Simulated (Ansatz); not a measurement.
A nudged elastic band was laid between two geometries of F2H5NO2Zr (11 atoms, charge 0, multiplicity 1).

The calculation used RKS B3LYP-D4/def2-SVP (Ansatz).

- movable images: 7
- climbing image: yes
- spring: 5.0 eV/Å²
- optimiser: quadratic models (default)
- start path: through a guess of the saddle point
- force threshold: 0.03 eV/Å
- iteration limit: 60
- end points: relaxed

First end point:

```xyz
11
Properties=species:S:1:pos:R:3
Zr -0.014 -0.208 0.270
O -0.277 0.147 2.181
H -0.805 0.676 2.785
F 1.712 0.239 -0.507
F -1.069 1.238 -0.461
O -0.992 -1.729 -0.489
H -1.804 -1.958 -0.949
N 1.382 -2.023 1.176
H 1.020 -2.933 0.886
H 2.352 -1.958 0.863
H 1.381 -1.998 2.197
```

Last end point:

```xyz
11
Properties=species:S:1:pos:R:3
Zr 0.396 -0.484 0.077
O -0.522 -0.300 2.276
H -1.310 -0.842 2.075
F 0.522 -0.528 -1.851
F 0.947 1.341 0.386
O -1.438 -1.290 0.138
H -2.006 -1.537 -0.601
N 1.814 -1.792 0.754
H 1.747 -2.809 0.782
H 2.790 -1.538 0.912
H -0.053 -0.728 3.005
```

Problem. Which bonds break or form, and what moves?

Solution. Bonds broken: N8–H11. Bonds formed: O2–H11.

Problem. What energy profile does the band end with?

Solution. The run converged. The highest image is number 5 of 0 to 8, 1.18 eV above the first end and 0.18 eV above the last; the last end lies 1.00 eV above the first. A vibrational analysis at the climbing image gives 2 clearly imaginary modes (595i, 84i cm⁻¹): a point of higher order. A lower path may pass nearby, or the ends, which weren't checked, may share the extra mode. The orbitals stay closed-shell, which can raise the energy where a bond breaks towards radicals; this wasn't checked here.

```
image  path coordinate (Å)  energy (eV)  N8–H11 (Å)  O2–H11 (Å)
    0                 0.00         0.00        1.02        2.71
    1                 0.68         0.01        1.02        2.53
    2                 1.36         0.08        1.02        2.30
    3                 2.05         0.21        1.02        2.06
    4                 2.73         0.47        1.04        1.73
    5                 3.41         1.18        1.44        1.11
    6                 4.27         1.06        1.93        0.99
    7                 5.13         1.02        2.35        0.97
    8                 5.98         1.00        3.11        0.97
```

Problem. What is the geometry of the highest image?

Solution. 
```xyz
11
Properties=species:S:1:pos:R:3
Zr 0.133 -0.438 0.023
O -0.204 -0.435 2.239
H -0.861 -0.437 2.943
F 1.263 -0.483 -1.540
F -0.105 1.473 0.059
O -1.401 -1.478 -0.486
H -2.165 -1.773 -0.986
N 1.539 -1.680 1.207
H 1.542 -2.685 1.016
H 2.520 -1.401 1.278
H 0.624 -1.171 2.200
```

Run time: 5.4 min on 4 threads of Arm Neoverse V2, on a shared host, peak memory 0.36 GiB.
